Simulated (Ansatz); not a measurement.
Reaction (ligand exchange at the Si–O bond): `B[Si](O)(O)F` + CH₃OH → `B[Si](O)(F)OC` + H₂O

Computed with Ansatz on PBE0-D4/def2-TZVP structures; ΔE is electronic, products minus reactants. CCSD(T)/CBS adds triple-zeta CCSD(T) − MP2 to the extrapolated MP2 energy (def2 sets, frozen cores). This one scheme is used for every species. DFT in def2-TZVPP. One conformer a species, not always the lowest.

`B[Si](O)(O)F`:

```xyz
9

B    -1.473   -0.651   -0.284
Si    0.275    0.168    0.257
O     1.089    0.935   -0.941
O     1.288   -0.955    0.855
F    -0.082    1.260    1.377
H    -1.812   -1.736    0.080
H    -2.228   -0.042   -0.984
H     0.724    1.753   -1.282
H     2.218   -0.733    0.923
```

CH₃OH:

Cartesian coordinates in Å:
```
C -0.104 0.276 -0.200
O -0.078 -1.056 0.260
H -0.839 0.322 -1.004
H 0.864 0.597 -0.606
H -0.408 0.982 0.582
H 0.566 -1.121 0.968
```

`B[Si](O)(F)OC`:

Z-matrix (Å, degrees):
```
Si
O 1 1.627
F 1 1.605 2 110.7
B 1 2.005 2 110.7 3 -116.7
O 1 1.633 2 106.6 3 116.5
H 2 0.959 1 117.6 3 -83.3
H 4 1.194 1 121.4 2 29.2
H 4 1.196 1 121.3 2 -152.0
C 5 1.411 1 124.8 2 -171.4
H 9 1.094 5 111.1 1 66.4
H 9 1.096 5 111.5 1 -55.0
H 9 1.091 5 108.2 1 -174.2
```

H₂O:

```xyz
3

O     0.093   -0.050   -0.375
H     0.254    0.724    0.169
H    -0.347   -0.675    0.205
```

Question: Is it downhill or uphill in electronic energy at CCSD(T)/CBS, and by how much? (Best estimate.)

Answer: Ansatz gave: Downhill: ΔE = -4.0 kJ/mol.

Question: What do these levels give: PBE-D4, PBE0, HF/def2-TZVPP, CCSD(T)/def2-TZVPP, HF/CBS(def2), CCSD/CBS(def2)? (An estimate is asked.)

Answer: Ansatz gave: PBE-D4 -0.6, PBE0 2.7, HF/def2-TZVPP 3.1, CCSD(T)/def2-TZVPP -2.5, HF/CBS(def2) 2.4, CCSD/CBS(def2) -3.1 kJ/mol.

Largest T1 diagnostic among the species: 0.012.

The D4 term adds −5.9 kJ/mol with B3LYP and −3.5 kJ/mol with PBE0; it sums over pairs of atoms, weighted by their polarisabilities, and B3LYP, whose exchange is more repulsive, gets the larger term. In def2-TZVPP, CCSD(T) changes the Hartree–Fock value by −5.6 kJ/mol (the triples alone add −0.9 kJ/mol) and MP2 by −6.2 kJ/mol.

B3LYP here is the variant with VWN-RPA as its local correlation; programs differ in this.
